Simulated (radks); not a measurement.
Results of a calculation; reference values are marked as such.
As II, configuration [Ar] 3d10 4s2 4p2. Level of theory: non-relativistic Kohn-Sham, BLYP, spin-unpolarised, spherical densities, point nucleus (a radial shooting solver on a logarithmic mesh with Libxc functionals).

Normalised radial functions P(r) = r R(r), r in bohr:

r,3p,4s
0.002623,0.0026,0.0345
0.003944,0.0058,0.0496
0.005931,0.0127,0.0696
0.008849,0.0269,0.0937
0.01331,0.0565,0.1196
0.02001,0.1143,0.1381
0.03009,0.2189,0.1319
0.04525,0.3849,0.0770
0.06805,0.5927,-0.0412
0.1023,0.7321,-0.1862
0.1527,0.5827,-0.2350
0.2296,-0.0469,-0.0517
0.3452,-0.9312,0.2825
0.5192,-1.3732,0.3608
0.7807,-1.0267,-0.0667
1.174,-0.4129,-0.6386
1.766,-0.0790,-0.8008
2.634,-0.0058,-0.4994
3.961,-0.0001,-0.1504
5.957,0.0000,-0.0175

3p: eigenvalue -141.76 eV, 1 radial node at r = 0.224 bohr, <r> = 0.622 bohr, 90 % of the charge inside 0.954 bohr. 4s: eigenvalue -22.782 eV, 3 radial nodes at r = 0.0603, 0.245, 0.746 bohr, <r> = 1.90 bohr, 90 % of the charge inside 2.83 bohr.
